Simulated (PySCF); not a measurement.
C7H9BN2.
SMILES with atom numbers: `[CH3:1][C:2]#[N+:3][BH2-:4][c:5]1[cH:6][cH:7][cH:8][cH:9][n:10]1` (hydrogens: H11, H12, H13 on C1; H14, H15 on B4; H16 on C6; H17 on C7; H18 on C8; H19 on C9)

Level of theory: PBE0-D3(BJ)/def2-SVP geometry optimisation, gas phase (PySCF).

What internal coordinates does the optimisation give?

| bond | length (pm) |
| --- | --- |
| C1–C2 | 144.6 |
| C2≡N3 | 115.0 |
| N3–B4 | 153.9 |
| B4–C5 | 160.8 |
| C5–C6 | 140.4 |
| C6–C7 | 139.2 |
| C7–C8 | 139.1 |
| C8–C9 | 139.6 |
| C9–N10 | 132.7 |
| C5–N10 | 134.6 |
| C1–H11, C1–H12, C1–H13 | 110.0 |
| B4–H14, B4–H15 | 122.4 |
| C6–H16 | 109.4 |
| C7–H17 | 109.4 |
| C8–H18 | 109.2 |
| C9–H19 | 109.8 |

Bonds in one row agree within 1 pm and their mean is given. A selection of angles:
| angle | degrees |
| --- | --- |
| C1–C2–N3 | 179.3 |
| C2–N3–B4 | 179.6 |
| N3–B4–C5 | 110.5 |
| B4–C5–C6 | 125.2 |
| B4–C5–N10 | 114.5 |
| C6–C5–N10 | 120.2 |
| C5–C6–C7 | 120.2 |
| C6–C7–C8 | 118.7 |
| C7–C8–C9 | 117.5 |
| C8–C9–N10 | 124.0 |
| C5–N10–C9 | 119.4 |

Torsions: N3–B4–C5–C6 1° (synperiplanar). The mirror-image conformer, all signs reversed, is as good.

The 6-membered ring C5–C6–C7–C8–C9–N10 has internal angles of 117.5° to 124.0° (sum 720°, against 720° for a flat polygon); it is planar, 0.00 Å rms from its mean plane, widest ring torsion 0°. The C–C distances run from 1.391 Å (C7–C8, aromatic) to 1.446 Å (C1–C2, drawn single), a spread of 0.055 Å. The 3 C–N bonds span 1.150 Å (C2≡N3, drawn triple) to 1.346 Å (C5–N10, aromatic), a spread of 0.196 Å. Of the pairs four or more bonds apart, N3···H16 is among the closest relative to their van der Waals radii: 2.60 Å, 95 % of the sum of Bondi's values. The 10 heavy atoms lie in one plane (0.003 Å rms). B4 (four-coordinate boron) is distorted tetrahedral (angles from 104.6° to 112.7°).

Stationary, but not proved a minimum. One conformer, not necessarily the lowest.

On an Intel Xeon at 2.50 GHz with one thread, no GPU, shared host, this took 6.7 min wall, 5.2 min CPU and 0.78 GiB of memory at its peak. This is the geometry optimisation.
